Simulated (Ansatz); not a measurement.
Al₃Cl₃, relaxed as a singlet with RKS r2SCAN-D4/def2-SVP in Ansatz, starting from the GFN2-xTB geometry. Force threshold 0.02 eV/Å.

The restricted singlet is unstable towards broken spin symmetry in Hartree–Fock (as tested in another run); at r2SCAN-D4/def2-SVP this wasn't settled. The structure comes from a short search, and lower isomers may exist.

Start:

```xyz
6

Al   -0.3136    1.4102    0.5498
Al   -0.0930   -0.2507   -1.5474
Al    0.2691   -1.1728    0.9444
Cl   -0.0594   -0.5525   -3.5935
Cl   -0.5849    3.2718    1.4105
Cl    0.7818   -2.7060    2.2363
```

| step | energy (eV) | largest force component (eV/Å) | SCF passes |
| --- | --- | --- | --- |
| 1 | -57340.9046 | 1.001 | 14 |
| 2 | -57340.9981 | 0.110 | 18 |
| 3 | -57340.9995 | 0.075 | 19 |
| 4 | -57341.0164 | 0.183 | 23 |
| 5 | -57341.0795 | 0.239 | 23 |
| 6 | -57341.1393 | 0.403 | 24 |
| 7 | -57341.1666 | 0.455 | 25 |
| 8 | -57341.2006 | 0.213 | 20 |
| 9 | -57341.2144 | 0.069 | 20 |
| 10 | -57341.2159 | 0.050 | 20 |
| 11 | -57341.2175 | 0.017 | 21 |
| 13 | -57341.2189 | 0.044 | 21 |
| 15 | -57341.2211 | 0.132 | 20 |
| 17 (rejected) | -57341.2229 | 0.175 | 20 |
| 19 | -57341.2264 | 0.097 | 21 |
| 21 | -57341.2297 | 0.015 | 21 |
| 23 | -57341.2456 | 0.063 | 21 |
| 25 | -57341.2874 | 0.166 | 21 |
| 27 | -57341.3380 | 0.445 | 27 |
| 29 | -57341.3590 | 0.148 | 20 |
| 31 | -57341.3709 | 0.073 | 21 |
| 32 | -57341.3713 | 0.015 | 22 |

Force components are those of the run's own axes.

End:

```xyz
6

Al    0.070    1.693    0.127
Al   -1.216    0.259   -1.571
Al    0.016   -1.075    0.255
Cl    0.740   -1.279   -1.952
Cl   -0.505    2.992    1.707
Cl    0.896   -2.590    1.435
```

Bonds formed: Al3–Cl4 (atoms count from 1).

The force fell under the threshold at step 11, but the optimiser went on and released 0.154 eV more. No frequencies were taken in this run, so the end may be a saddle point.

Hardware: 4 threads of Arm Neoverse V1 on a shared host. Wall time 58 s.
